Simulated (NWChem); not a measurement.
## Correlation energy of GeSe

```
Ge
Se 1 2.1689
```
Charge 0, spin multiplicity 1.

Program: NWChem. The geometry was optimised at PBE/def2-SVP, a minimum by its harmonic frequencies.

Basis set: def2-TZVP. Each correlation energy counts from its own Hartree-Fock reference.

The Hamiltonian is non-relativistic. The correlated methods keep 18 core orbitals frozen. The structure started from a generated list of species. No row is a measurement; the coupled-cluster row has its own basis-set and correlation limits.

### Question
One of these methods gave a correlation energy of -450.9 mHa. Which?
A. SCS-MP2
B. MP2
C. CR-CCSD(T)
D. CR-CCSD[T]

### Answer
A, SCS-MP2. The others give -485.5 (MP2), -505.5 (CR-CCSD[T]), -503.7 (CR-CCSD(T)).
